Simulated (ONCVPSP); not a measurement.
## PBEsol ONCV dataset for manganese (Mn), scalar-relativistic all-electron reference.

The input file (ONCVPSP 4.0.1):

```
# ATOM AND REFERENCE CONFIGURATION
# atsym  z   nc   nv     iexc    psfile
  Mn 25.00    5    2  -116133      upf
#
#   n    l    f
    1    0    2.00
    2    0    2.00
    2    1    6.00
    3    0    2.00
    3    1    6.00
    3    2    5.00
    4    0    2.00
#
# PSEUDOPOTENTIAL AND OPTIMIZATION
# lmax
    2
#
#   l,   rc,      ep,       ncon, nbas, qcut
    0    2.55    0.00    3    6    3.10
    1    2.60    0.02    3    7    3.80
    2    1.75    0.00    5   10   10.50
#
# LOCAL POTENTIAL
# lloc, lpopt,  rc(5),   dvloc0
    4    1    1.75    0.00
#
# VANDERBILT-KLEINMAN-BYLANDER PROJECTORs
# l, nproj, debl
    0    2    4.00
    1    2    2.40
    2    3    2.80
#
# MODEL CORE CHARGE
# icmod, fcfact, rcfact
    0    0.00    0.00
#
# LOG DERIVATIVE ANALYSIS
# epsh1, epsh2, depsh
   -2.00    5.00    0.02
#
# OUTPUT GRID
# rlmax, drl
    6.00    0.01
#
# TEST CONFIGURATIONS
# ncnf
    4
# nvcnf
#   n    l    f
    2
    3    2    5.00
    4    0    1.00
#
    2
    3    2    5.00
    4    0    0.00
#
    2
    3    2    4.00
    4    0    0.00
#
    3
    3    2    5.00
    4    0    1.00
    4    1    1.00
#
```

Command:

```bash
oncvpsp.x < Mn.dat > Mn.out
```

The program printed (shortened: citation, most of the input echo, consistency checks and plot data are left out):

```
ONCVPSP  (Optimized Norm-Conservinng Vanderbilt PSeudopotential)
scalar-relativistic version 4.0.1

#   n    l    f        energy (Ha)
    1    0    2.00    -2.3602738E+02
    2    0    2.00    -2.7308692E+01
    2    1    6.00    -2.3143214E+01
    3    0    2.00    -3.1473679E+00
    3    1    6.00    -2.0021958E+00
    3    2    5.00    -2.4968332E-01
    4    0    2.00    -1.8833920E-01

Reference configufation results
  iterations    29
  all-electron total energy (Ha)   -1.15716478D+03

Begin loop to  construct optimized pseudo wave functions
and semi-local pseudopoentials for all angular momenta

   Wellstate for l =  0  n =  7
     eigenvalue =   3.8117
     asymptotic potential =   4.3117
     half-point radius =  4.2275

Calculating optimized projector #   1

 for l=   0

    Fraction of norm inside rc  0.373334
    Optimizing pswf for qcut=   3.11 a_B^-1,  ecut=   4.82 Ha
    Residual kinetic energy error=  7.89D-05 Ha

    Energy error per electron        Cutoff
         Ha          eV             Ha
         0.01000     0.27211        2.14
         0.00100     0.02721        3.52
         0.00010     0.00272        4.94
         0.00001     0.00027       13.30

Calculating optimized projector #   2

 for l=   0

    Fraction of norm inside rc  0.179739
    Optimizing pswf for qcut=   3.11 a_B^-1,  ecut=   4.82 Ha
    Residual kinetic energy error=  1.96D-01 Ha

    Energy error per electron        Cutoff
         Ha          eV             Ha
         0.01000     0.27211       16.25
         0.00100     0.02721       23.82
         0.00010     0.00272       46.24
         0.00001     0.00027       96.53

WARNING wellstate: moderately localized bound state found for n= 4 l=  1
WARNING scattering state with energy  0.05000000
WARNING will be used for the first projector

   Wellstate for l =  1  n =  4
     eigenvalue =   0.0500
     asymptotic potential =   0.5500
     half-point radius =  4.4912

   Wellstate for l =  1  n =  6
     eigenvalue =   2.4500
     asymptotic potential =   2.9500
     half-point radius =  4.1794

Calculating optimized projector #   1

 for l=   1

    Fraction of norm inside rc  0.350375
    Optimizing pswf for qcut=   3.81 a_B^-1,  ecut=   7.24 Ha
    Residual kinetic energy error=  4.01D-06 Ha

    Energy error per electron        Cutoff
         Ha          eV             Ha
         0.01000     0.27211        1.03
         0.00100     0.02721        3.47
         0.00010     0.00272        5.31
         0.00001     0.00027        6.94

Calculating optimized projector #   2

 for l=   1

    Fraction of norm inside rc  0.202722
    Optimizing pswf for qcut=   3.81 a_B^-1,  ecut=   7.24 Ha
    Residual kinetic energy error=  6.33D-04 Ha

    Energy error per electron        Cutoff
         Ha          eV             Ha
         0.01000     0.27211        6.07
         0.00100     0.02721        7.15
         0.00010     0.00272        8.84
         0.00001     0.00027       13.17

   Wellstate for l =  2  n =  5
     eigenvalue =   2.5503
     asymptotic potential =   3.0503
     half-point radius =  3.1733

   Wellstate for l =  2  n =  6
     eigenvalue =   5.3503
     asymptotic potential =   5.8503
     half-point radius =  2.9993

Calculating optimized projector #   1

 for l=   2

    Fraction of norm inside rc  0.818347
    Optimizing pswf for qcut=  10.51 a_B^-1,  ecut=  55.21 Ha
    Residual kinetic energy error=  2.52D-07 Ha

    Energy error per electron        Cutoff
         Ha          eV             Ha
         0.01000     0.27211       32.76
         0.00100     0.02721       39.46
         0.00010     0.00272       44.90
         0.00001     0.00027       49.05

Calculating optimized projector #   2

 for l=   2

    Fraction of norm inside rc  0.204003
    Optimizing pswf for qcut=  10.51 a_B^-1,  ecut=  55.21 Ha
    Residual kinetic energy error=  3.62D-06 Ha

    Energy error per electron        Cutoff
         Ha          eV             Ha
         0.01000     0.27211       35.49
         0.00100     0.02721       42.85
         0.00010     0.00272       48.44
         0.00001     0.00027       53.17

Calculating optimized projector #   3

 for l=   2

    Fraction of norm inside rc  0.158922
    Optimizing pswf for qcut=  10.51 a_B^-1,  ecut=  55.21 Ha
    Residual kinetic energy error=  4.35D-05 Ha

    Energy error per electron        Cutoff
         Ha          eV             Ha
         0.01000     0.27211       40.46
         0.00100     0.02721       47.62
         0.00010     0.00272       53.28
         0.00001     0.00027       76.01

Construct Vanderbilt / Kleinmman-Bylander projectors

B matrix Hermiticity error, ll=   0
   1   2    8.5465E-05

  Orthonormal projector coefficients  5.4581E+00  9.0042E-01

B matrix Hermiticity error, ll=   1
   1   2   -8.7425E-05

  Orthonormal projector coefficients  2.6978E+00  3.7516E-01

B matrix Hermiticity error, ll=   2
   1   2   -2.0334E-04
   1   3    2.3297E-04
   2   3    2.1295E-04

  Orthonormal projector coefficients -1.2940E+01 -5.7268E+00 -1.0551E+00

Pseudoatom total energy  -14.233287

Diagnostic tests using Vanderbilt-Kleinman-Bylander pseudopotentials
  1 or more projectors used as specified by nproj input data

   l    rcore       rmatch      e in        delta e   norm test  slope test

   0   2.5624777   2.6402801  -0.1883392   0.0000079   1.0000231   1.0004430
   0   2.5624777   2.6402801   3.8116608   0.0004528   1.0005794   1.0005794

   1   2.6088796   2.6880908   0.0500000   0.0000040   1.0000273   1.0000273
   1   2.6088796   2.6880908   2.4500000  -0.0000087   1.0001406   1.0001406

   2   1.7578722   1.8112450  -0.2496833  -0.0000012   1.0000910   1.0000982
   2   1.7578722   1.8112450   2.5503167   0.0000411   1.0001599   1.0001599
   2   1.7578722   1.8112450   5.3503167  -0.0000038   1.0003224   1.0003224

 Testing for bound ghosts
   n   l    E NL Schr. Eq   E Basis Diag.   E Cutoff

   1   0       -0.188331       -0.185819     19.04

   2   1       -0.049535       -0.034060     32.39

   3   2       -0.249685       -0.248473    219.38

 Testing for highly-localized positive-energy ghosts
       l    <radius>/rc     E Basis Diag.   E Cutoff

       0        0.235270        3.907406     19.04  WARNING - GHOST(+)

Test configuration 0

   n   l     f        eae           eps        diff
   1   0  2.0000 -236.02738122
   2   0  2.0000  -27.30869210
   2   1  6.0000  -23.14321383
   3   0  2.0000   -3.14736793
   3   1  6.0000   -2.00219575
   3   2  5.0000   -0.24968332   -0.24968454   -1.21D-06
   4   0  2.0000   -0.18833920   -0.18833134    7.85D-06

    Total energies and differences
      AE_ref= -1.15716478D+03  AE_tst= -1.15716478D+03  dif=  0.00D+00
      PS_ref= -1.42332874D+01  PS_tst= -1.42332874D+01  dif=  3.80D-12
      PSP excitation error= -3.80D-12

Test configuration 1

   n   l     f        eae           eps        diff
   1   0  2.0000 -236.33228963
   2   0  2.0000  -27.60675663
   2   1  6.0000  -23.44185977
   3   0  2.0000   -3.44982443
   3   1  6.0000   -2.30512070
   3   2  5.0000   -0.54883277   -0.54732358    1.51D-03
   4   0  1.0000   -0.43651714   -0.43664493   -1.28D-04

    Total energies and differences
      AE_ref= -1.15716478D+03  AE_tst= -1.15685488D+03  dif=  3.10D-01
      PS_ref= -1.42332874D+01  PS_tst= -1.39232563D+01  dif=  3.10D-01
      PSP excitation error= -1.29D-04

Test configuration 2

   n   l     f        eae           eps        diff
   1   0  2.0000 -236.68849547
   2   0  2.0000  -27.95261735
   2   1  6.0000  -23.78859054
   3   0  2.0000   -3.80054274
   3   1  6.0000   -2.65597507
   3   2  5.0000   -0.89231028   -0.88681932    5.49D-03

    Total energies and differences
      AE_ref= -1.15716478D+03  AE_tst= -1.15628482D+03  dif=  8.80D-01
      PS_ref= -1.42332874D+01  PS_tst= -1.33542314D+01  dif=  8.79D-01
      PSP excitation error=  9.04D-04

Test configuration 3

   n   l     f        eae           eps        diff
   1   0  2.0000 -237.38077616
   2   0  2.0000  -28.66941917
   2   1  6.0000  -24.50321923
   3   0  2.0000   -4.46683287
   3   1  6.0000   -3.31251177
   3   2  4.0000   -1.51270486   -1.51284514   -1.40D-04

    Total energies and differences
      AE_ref= -1.15716478D+03  AE_tst= -1.15509120D+03  dif=  2.07D+00
      PS_ref= -1.42332874D+01  PS_tst= -1.21637440D+01  dif=  2.07D+00
      PSP excitation error=  4.04D-03

Test configuration 4

   n   l     f        eae           eps        diff
   1   0  2.0000 -236.08715759
   2   0  2.0000  -27.36519344
   2   1  6.0000  -23.19989860
   3   0  2.0000   -3.20693657
   3   1  6.0000   -2.06189312
   3   2  5.0000   -0.30678968   -0.30685099   -6.13D-05
   4   0  1.0000   -0.22434306   -0.22436615   -2.31D-05
   4   1  1.0000   -0.07782860   -0.07785819   -2.96D-05

    Total energies and differences
      AE_ref= -1.15716478D+03  AE_tst= -1.15702203D+03  dif=  1.43D-01
      PS_ref= -1.42332874D+01  PS_tst= -1.40905423D+01  dif=  1.43D-01
      PSP excitation error=  6.11D-07
```

The run took about 3.6 s on one core of a shared server CPU.
